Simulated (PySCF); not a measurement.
**Dipole response of Co²⁺ (cobalt, charge +2)**

[Ar] 3d7, high-spin 4F determinant. Calculation: PySCF 2.14, in aug-cc-pVTZ; the non-relativistic Hamiltonian (point nucleus). Coupled (time-dependent) response in atomic units; α is the mean over directions.

| method | mean α (bohr³) | C₆ (like pair) | S(−4) |
| --- | --- | --- | --- |
| B3LYP | 3.428 | 9.803 | 6.369 |

S(−4) is the Cauchy moment in α(ω) = α(0) + S(−4) ω² + …

α(iu) at B3LYP:

| u (hartree) | α(iu) (bohr³) |
| --- | --- |
| 0 | 3.428 |
| 0.0500 | 3.413 |
| 0.100 | 3.367 |
| 0.200 | 3.205 |
| 0.300 | 2.990 |
| 0.500 | 2.552 |
| 0.750 | 2.109 |
| 1.00 | 1.776 |
| 1.50 | 1.313 |
| 2.00 | 1.011 |
| 3.00 | 0.6522 |
| 5.00 | 0.3366 |

A single London oscillator, α(iu) = α/(1 + u²/ω²), gives C₆ = (3/4) ω α². Matching the computed C₆ needs ω = 4 × 9.803 / (3 × 3.428²) = 1.11 hartree.

For an ion, C₆ is the dispersion term alone; charge-induced terms of lower order in 1/R come first.
